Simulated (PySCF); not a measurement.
Compound: C4H7F3S.
SMILES: `C[C@@H](S)CC(F)(F)F`

A PySCF run (density fitting, gas phase, GFN2-xTB geometry) gave HOMO -8.17 eV, LUMO 1.22 eV, dipole 1.82 D and E = -854.274 Eh.

**Question.** Which of these levels was it?
A. KT2/pcSseg-1
B. PBE0/pcSseg-1
C. BHandHLYP/IGLO-II
D. KT2/6-31++G**
E. WP04/pcSseg-1

**Answer.** C. It is BHandHLYP/IGLO-II. All candidates on this geometry:

```json
{"level and settings": "KT2/6-31++G**", "kind": "GGA", "basis functions": "190", "SCF cycles": "14", "E (Eh)": "-864.0712", "HOMO (eV)": "-6.00", "LUMO (eV)": "-1.15", "dipole (D)": "1.66"}
{"level and settings": "KT2/pcSseg-1", "kind": "GGA", "basis functions": "178", "SCF cycles": "14", "E (Eh)": "-864.0169", "HOMO (eV)": "-5.94", "LUMO (eV)": "-0.85", "dipole (D)": "1.58"}
{"level and settings": "WP04/pcSseg-1", "kind": "global hybrid fitted to proton shifts", "basis functions": "178", "SCF cycles": "14", "E (Eh)": "-867.2025", "HOMO (eV)": "-8.22", "LUMO (eV)": "-1.72", "dipole (D)": "1.81"}
{"level and settings": "PBE0/pcSseg-1", "kind": "global hybrid", "basis functions": "178", "SCF cycles": "12", "E (Eh)": "-853.7128", "HOMO (eV)": "-7.15", "LUMO (eV)": "0.21", "dipole (D)": "1.68"}
{"level and settings": "BHandHLYP/IGLO-II", "kind": "global hybrid", "basis functions": "231", "SCF cycles": "12", "E (Eh)": "-854.2736", "HOMO (eV)": "-8.17", "LUMO (eV)": "1.22", "dipole (D)": "1.82"}
```

The nearest other candidate, by the summed differences of HOMO and LUMO, is PBE0/pcSseg-1: its HOMO differs by +1.02 eV and its LUMO by -1.01 eV. Cycle counts include a coarse-grid stage where the run had one. All basis functions are spherical, in the Pople sets too. KT2 and WP04 were designed for NMR shieldings or shifts; total energies of different functionals aren't comparable.

Conformer computed: `[CH3:1][C@@H:2]([SH:3])[CH2:4][C:5]([F:6])([F:7])[F:8]`: C1–C2–C4–C5 69°, C2–C4–C5–F6 -74°, H–S3–C2–C1 -61°.
